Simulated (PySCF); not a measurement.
**Question.** What does the GFN2-xTB structure of `[SiH3]O[Si@@H]([SiH3])[SiH2][SiH3]` look like in three dimensions?

**Answer.** 
```xyz
18
H12OSi5 angstrom
Si    -1.3648    2.1748    0.1315
O     -0.8398    0.7486    0.6608
Si    -0.4885   -0.8565    0.6860
Si    -2.3454   -1.9732   -0.1336
Si     1.5806   -0.9951   -0.3599
Si     3.0063    0.8211   -0.1393
H     -2.8263    2.1476    0.1693
H     -0.7946    3.1557    1.0495
H     -0.8763    2.3443   -1.2386
H     -0.3547   -1.0703    2.1441
H     -2.7906   -1.4554   -1.4350
H     -2.0225   -3.3900   -0.3424
H     -3.5419   -1.9521    0.7190
H      2.2445   -2.2281    0.1073
H      1.3761   -1.2774   -1.7970
H      4.1543    0.8139   -1.0554
H      3.5778    0.9177    1.2087
H      2.2968    2.0807   -0.3868
```

Any rigid rotation of these coordinates is as good. Atoms count from 1 in this order. O2 (siloxane oxygen) is bent (angle 160.1°). The 2 O–Si bonds span 1.609 Å (Si1–O2, drawn single) to 1.643 Å (O2–Si3, drawn single), a spread of 0.034 Å. Si1 (oxygen-bound silicon) is distorted tetrahedral (angles from 105.1° to 112.8°). Si5 (SiH2 silicon) is distorted tetrahedral (angles from 102.1° to 117.3°).

Bonds between heavy atoms (Å): Si1–O2 1.609, O2–Si3 1.643, Si3–Si4 2.317, Si3–Si5 2.323, Si5–Si6 2.319.

Structure optimised with GFN2-xTB, isolated species.

Point group: C1 (no symmetry element, even within 0.4 Å). Stationary, but not proved a minimum. The numbers are those of one conformer (Si1–O2–Si3–Si4 -46°, O2–Si3–Si5–Si6 31°).

All values are computed, not measured.
